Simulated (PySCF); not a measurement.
MoO$_{3}$ (SMILES [O]=[Mo](=[O])=[O]), singlet, at a GFN2-xTB geometry (such geometries of metal compounds can be far from the true shape) (all electrons, no relativity); SVWN5/3-21G in PySCF.

The PySCF input:
```python
from pyscf import gto, scf, dft

mol = gto.Mole()
mol.atom = '''
    Mo   -0.00000000    0.00000000   -0.00000000
    O    -1.13052664   -1.19505018   -0.09977712
    O    -0.10130963    1.31480846   -0.98853729
    O     1.23183628   -0.11975828    1.08831441
'''
mol.basis = '3-21g'
mol.verbose = 4
mol.build()

mf = dft.RKS(mol)
mf.xc = 'lda,vwn'
mf.diis_space = 2
mf.kernel()
```

**Question.** Write the output that PySCF gives for this input, abridged.

**Answer.** 
```
PySCF version 2.14.0

[INPUT] verbose = 4
[INPUT] num. atoms = 4
[INPUT] num. electrons = 66
[INPUT] charge = 0
[INPUT] spin (= nelec alpha-beta = 2S) = 0
[INPUT] symmetry False subgroup None
[INPUT] Mole.unit = angstrom
[INPUT] Symbol           X                Y                Z      unit          X                Y                Z       unit  Magmom
[...]
nuclear repulsion = 359.247156872465
number of shells = 29
number of NR pGTOs = 126
number of NR cGTOs = 63
basis = 3-21g
ecp = {}

******** <class 'pyscf.dft.rks.RKS'> ********
method = RKS
initial guess = minao
damping factor = 0
level_shift factor = 0
DIIS = <class 'pyscf.scf.diis.CDIIS'>
diis_start_cycle = 1
diis_space = 2
diis_damp = 0
SCF conv_tol = 1e-09
SCF conv_tol_grad = None
SCF max_cycles = 50
direct_scf = True
direct_scf_tol = 1e-13
XC library pyscf.dft.libxc version 7.1.2
    S. Lehtola, C. Steigemann, M. J. T. Oliveira, and M. A. L. Marques,  SoftwareX 7, 1–5 (2018)
XC functionals = lda,vwn
    P. A. M. Dirac,  Math. Proc. Cambridge Philos. Soc. 26, 376 (1930)
    F. Bloch,  Z. Phys. 57, 545 (1929)
    S. H. Vosko, L. Wilk, and M. Nusair,  Can. J. Phys. 58, 1200 (1980)
radial grids:
    Treutler-Ahlrichs [JCP 102, 346 (1995); DOI:10.1063/1.469408] (M4) radial grids

becke partition: Becke, JCP 88, 2547 (1988); DOI:10.1063/1.454033
pruning grids: <function nwchem_prune>
grids dens level: 3
symmetrized grids: False
atomic radii adjust function: <function treutler_atomic_radii_adjust>
small_rho_cutoff = 0
Set gradient conv threshold to 3.16228e-05
Initial guess from minao.
tot grids = 64688
init E= -4171.90517948472
[...]
cycle= 1 E= -4175.56002872903  delta_E= -3.65  |g|=  2.6  |ddm|= 2.98
[...]
cycle= 2 E= -4160.88426151585  delta_E= 14.7  |g|= 6.89  |ddm|= 8.73
[...]
cycle= 3 E= -4177.21971605947  delta_E= -16.3  |g|=    1  |ddm|= 7.83
[...]
cycle= 4 E= -4177.23005496153  delta_E= -0.0103  |g|= 0.948  |ddm|= 1.02
[...]
cycle= 5 E= -4177.40097122149  delta_E= -0.171  |g|= 0.0565  |ddm|= 0.541
[...]
cycle= 6 E= -4177.40148158534  delta_E= -0.00051  |g|= 0.0144  |ddm|= 0.022
[...]
cycle= 7 E= -4177.40127228377  delta_E= 0.000209  |g|= 0.0346  |ddm|= 0.0329
[...]
cycle= 8 E= -4177.40129988226  delta_E= -2.76e-05  |g|= 0.0333  |ddm|= 0.0419
[...]
cycle= 9 E= -4177.39925404459  delta_E= 0.00205  |g|= 0.107  |ddm|= 0.079
[...]
cycle= 10 E= -4177.39847344907  delta_E= 0.000781  |g|= 0.121  |ddm|= 0.112
[...]
cycle= 11 E= -4177.3691742361  delta_E= 0.0293  |g|= 0.395  |ddm|= 0.363
[...]
cycle= 12 E= -4177.37221198341  delta_E= -0.00304  |g|= 0.388  |ddm|= 0.34
[...]
cycle= 13 E= -4177.019410161  delta_E= 0.353  |g|= 1.34  |ddm|= 1.17
[...]
cycle= 14 E= -4177.09209783842  delta_E= -0.0727  |g|=  1.2  |ddm|= 1.33
[...]
cycle= 15 E= -4170.08265825012  delta_E= 7.01  |g|= 4.76  |ddm|= 4.09
[...]
cycle= 16 E= -4169.75629773437  delta_E= 0.326  |g|= 4.39  |ddm|= 4.17
[...]
cycle= 17 E= -4169.63927465342  delta_E= 0.117  |g|=    6  |ddm|= 5.78
[...]
cycle= 18 E= -4163.1036498029  delta_E= 6.54  |g|= 5.74  |ddm|= 8.72
[...]
cycle= 19 E= -4154.08363428376  delta_E= 9.02  |g|= 6.78  |ddm|= 10.3
[...]
cycle= 20 E= -4170.2630937599  delta_E= -16.2  |g|= 5.73  |ddm|= 8.02
[...]
cycle= 21 E= -4157.20603540082  delta_E= 13.1  |g|=  5.9  |ddm|= 12.6
[...]
cycle= 22 E= -4153.29279405136  delta_E= 3.91  |g|= 7.02  |ddm|= 13.5
[...]
cycle= 23 E= -4166.45939559024  delta_E= -13.2  |g|= 6.82  |ddm|= 8.56
[...]
cycle= 24 E= -4145.58246167609  delta_E= 20.9  |g|= 9.23  |ddm|= 12.3
[...]
cycle= 25 E= -4152.48172117041  delta_E= -6.9  |g|= 6.81  |ddm|= 13.6
[...]
cycle= 26 E= -4159.62456792355  delta_E= -7.14  |g|= 9.06  |ddm|= 11.4
[...]
cycle= 27 E= -4148.94276077471  delta_E= 10.7  |g|= 7.56  |ddm|= 13.9
[...]
cycle= 28 E= -4128.30363299353  delta_E= 20.6  |g|= 9.02  |ddm|=   17
[...]
cycle= 29 E= -4174.07819068415  delta_E= -45.8  |g|= 3.84  |ddm|= 10.1
[...]
cycle= 30 E= -4155.46346561957  delta_E= 18.6  |g|= 6.56  |ddm|= 7.53
[...]
cycle= 31 E= -4169.9053575732  delta_E= -14.4  |g|= 4.35  |ddm|= 6.66
[...]
cycle= 32 E= -4167.62314845951  delta_E= 2.28  |g|= 6.28  |ddm|= 6.84
[...]
cycle= 33 E= -4164.60493600907  delta_E= 3.02  |g|= 6.12  |ddm|= 6.63
[...]
cycle= 34 E= -4156.82465883507  delta_E= 7.78  |g|= 5.96  |ddm|= 7.63
[...]
cycle= 35 E= -4168.60246033555  delta_E= -11.8  |g|= 5.72  |ddm|= 8.51
[...]
cycle= 36 E= -4155.77878388893  delta_E= 12.8  |g|= 7.33  |ddm|=  8.5
[...]
cycle= 37 E= -4157.32546646837  delta_E= -1.55  |g|= 5.63  |ddm|= 8.48
[...]
cycle= 38 E= -4155.63259186641  delta_E= 1.69  |g|= 8.35  |ddm|= 10.6
[...]
cycle= 39 E= -4152.10781867772  delta_E= 3.52  |g|= 8.84  |ddm|= 10.3
[...]
cycle= 40 E= -4147.3672135109  delta_E= 4.74  |g|= 8.31  |ddm|= 10.2
[...]
cycle= 41 E= -4160.30405987001  delta_E= -12.9  |g|= 6.04  |ddm|= 9.85
[...]
cycle= 42 E= -4157.96504671267  delta_E= 2.34  |g|=  5.2  |ddm|= 8.93
[...]
cycle= 43 E= -4157.24535099859  delta_E= 0.72  |g|= 7.37  |ddm|= 8.73
[...]
cycle= 44 E= -4146.88231344028  delta_E= 10.4  |g|= 8.03  |ddm|= 16.2
[...]
cycle= 45 E= -4154.99522833856  delta_E= -8.11  |g|= 6.12  |ddm|= 16.9
[...]
cycle= 46 E= -4152.21292929739  delta_E= 2.78  |g|= 7.34  |ddm|= 13.2
[...]
cycle= 47 E= -4151.34490336153  delta_E= 0.868  |g|= 6.41  |ddm|= 15.3
[...]
cycle= 48 E= -4153.47763358058  delta_E= -2.13  |g|= 6.47  |ddm|= 15.6
[...]
cycle= 49 E= -4157.62620613816  delta_E= -4.15  |g|= 6.31  |ddm|= 8.37
[...]
cycle= 50 E= -4145.88014708504  delta_E= 11.7  |g|= 8.12  |ddm|= 16.6
SCF not converged.
SCF energy = -4145.88014708504
```

Convergence was not reached.
